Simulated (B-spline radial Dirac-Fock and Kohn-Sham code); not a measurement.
How the levels of bromine move as electrons are removed

Model: relaxed Dirac-Fock hole states (ΔSCF) with Breit and QED corrections and a finite nucleus. Program: a radial atomic solver. Each ion is free and in its tabulated ground configuration. Correlation and solid-state effects are left out.

Reference: Br²⁷⁺, [He] 2s2 2p4, with K (1s) 15108.8 eV. Shifts from it, in eV (a dash: the subshell is empty, belongs to an open shell averaged over j, or its hole state is left out as unreliable):

```
  ion  configuration   K (1s)
Br²⁸⁺   [He] 2s2 2p3   +200.7
Br²⁹⁺   [He] 2s2 2p2   +405.8
Br³⁰⁺   [He] 2s2 2p1   +615.3
Br³¹⁺       [He] 2s2   +829.0
Br³²⁺       [He] 2s1        ?
Br³³⁺            1s2  +1206.5
Br³⁴⁺            1s1  +1828.5
```

Question: Give the missing shifts for Br³²⁺.

Answer: K (1s) – (eV).

Values without a named source are computed, but for edge energies of neutral atoms, which are taken from tables.
